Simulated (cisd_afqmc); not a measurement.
Input (AFQMC/CISD/cc-pV(D+d)Z; cisd_afqmc is a phaseless AFQMC code with CISD trial states that reads the integrals written by Ansatz): A basis named .json is the Basis Set Exchange file of that set.

Ansatz 0.2 input:
```python
import cisd_afqmc

open("ham.yaml", "w").write("""\
crystal:
  periodic: [false, false, false]
  atoms:
    - {symbol: Si, position_ang: [-0.02478782, -0.76495358, 0.04003250]}
    - {symbol: Cl, position_ang: [1.69473435, 0.35377364, -0.01137015]}
    - {symbol: Cl, position_ang: [-1.66830922, 0.46170753, -0.03130663]}
    - {symbol: H, position_ang: [-0.05628841, -1.51275578, 1.30528317]}
    - {symbol: H, position_ang: [-0.04590938, -1.64107391, -1.14023303]}
basis:
  gaussian:
    orbitals: cc-pV_D+d_Z.json
magnetization: {spin_polarized: false}
correlation: {method: ccsd, electrons: outside_noble_gas, hamiltonian_folder: ham}
""")
rep = cisd_afqmc.ansatz("ham.yaml")
e_ccsd = rep["correlation"]["coupled_cluster"]["energy"]["hartree"]
out = cisd_afqmc.run("ham", e_ccsd, trial="CISD", walkers=100, populations=8, threads=8, dt=0.005, steps=40, early=24, settle=10, least=32,
    cut=5e-5, rank_cut=2e-4, target=0.0004, seconds=1500, seed=1, memory=12960, gpu=False)
```

Output:

```
orbitals 64, occupied [10], factors 394 of 818, rank of the doubles 200 of 540
E(HF) = -1209.212846
E(CCSD) on the cut factors = -1209.625879, shift to the whole factors -0.000015
Energy of the trial state on the determinant = -1209.625754
  tau behind 7.2 of longer steps, mean of the populations' last blocks
   2.0  -1209.63744
   4.0  -1209.63780
   6.0  -1209.63849
   8.0  -1209.63697
  10.0  -1209.63532
blocks 383 (0 outliers left out), error by blocks joined: 1: 0.00021, 2: 0.00027, 4: 0.00033, 8: 0.00039, 16: 0.00039
E(AFQMC/CISD) = -1209.63691 +/- 0.00039
```

The two halves of the walk average -1209.63797 and -1209.63588 Eh, farther apart than the printed bar allows, so the bar may be too narrow.
